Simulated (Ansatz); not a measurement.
Cost and result for the atomization energy of C$_{2}$H$_{6}$AlFS, SMILES `C[S][AlH][CH2]F` (11 atoms, 10 bonds).

| atom | x (Å) | y (Å) | z (Å) |
| --- | --- | --- | --- |
| C1 | 1.423 | 1.441 | -0.337 |
| S2 | 0.312 | 1.627 | 1.098 |
| Al3 | -1.002 | -0.090 | 1.063 |
| C4 | -0.947 | -1.539 | -0.294 |
| F5 | 0.028 | -1.382 | -1.285 |
| H6 | 2.449 | 1.414 | 0.030 |
| H7 | 1.215 | 0.536 | -0.901 |
| H8 | 1.296 | 2.310 | -0.981 |
| H9 | -2.082 | -0.181 | 2.216 |
| H10 | -0.773 | -2.509 | 0.189 |
| H11 | -1.918 | -1.627 | -0.798 |

Total charge 0; spin multiplicity 1. Geometry: relaxed with PBE0-D4/def2-TZVP. It is one conformer, not always the lowest. Program: Ansatz. All runs use 4 threads of an Arm Neoverse V2 on a shared host. Times are those of one run each, without the atoms' runs, and a repeat can differ threefold. Electronic energies, without spin–orbit coupling; frozen cores. CCSD(T)/CBS adds CCSD(T) − MP2 in def2-TZVPP to the MP2 limit, and its time is that of the two runs behind it. T1 = 0.011. B3LYP takes the VWN-RPA correlation (the form of Gaussian; ORCA's B3LYP/G).

CCSD(T)/CBS is a level of theory with its own doubt, some kJ/mol a heavy atom from the limit and from the frozen cores, so smaller differences don't rank the functionals.

```csv
level,functions,wall time,atomization (kJ/mol),difference from CCSD(T)/CBS,per bond
PBE-D4/def2-TZVPP (with forces),261,2.4 s,3854.2,61.9,6.2
PBE0-D4/def2-TZVPP,261,3.2 s,3792.3,0.0,0.0
B3LYP-D4/def2-TZVPP (with forces),261,4.7 s,3782.2,-10.1,-1.0
r2SCAN-D4/def2-TZVPP (with forces),261,4.9 s,3806.7,14.4,1.4
B2PLYP/def2-TZVPP,261,5.5 s,3740.6,-51.7,-5.2
ωB97X-V/def2-TZVPP,261,8 s,3806.4,14.1,1.4
ωB97M-V/def2-TZVPP (with forces),261,11 s,3805.7,13.4,1.3
MP2/def2-QZVPP,491,19 s,3803.2,10.9,1.1
CCSD(T)/def2-TZVPP,261,2.4 min,3690.4,-101.9,-10.2
CCSD(T)/CBS(def2),–,2.7 min,3792.3,0.0,0.0
```

The D4 term adds +34.7 kJ/mol with B3LYP and +18.4 kJ/mol with PBE0; it sums over pairs of atoms, weighted by their polarisabilities, and B3LYP, whose exchange is more repulsive, gets the larger term. In def2-TZVPP, CCSD(T) changes the Hartree–Fock value by +909.7 kJ/mol (the triples alone add +54.8 kJ/mol) and MP2 by +962.5 kJ/mol; breaking electron pairs costs correlation energy, which Hartree–Fock lacks. From PBE to PBE0 (25 % exact exchange), in def2-TZVPP and without D4, the atomization energy moves by −58.8 kJ/mol: exact exchange takes away binding that semilocal exchange gives to molecules.
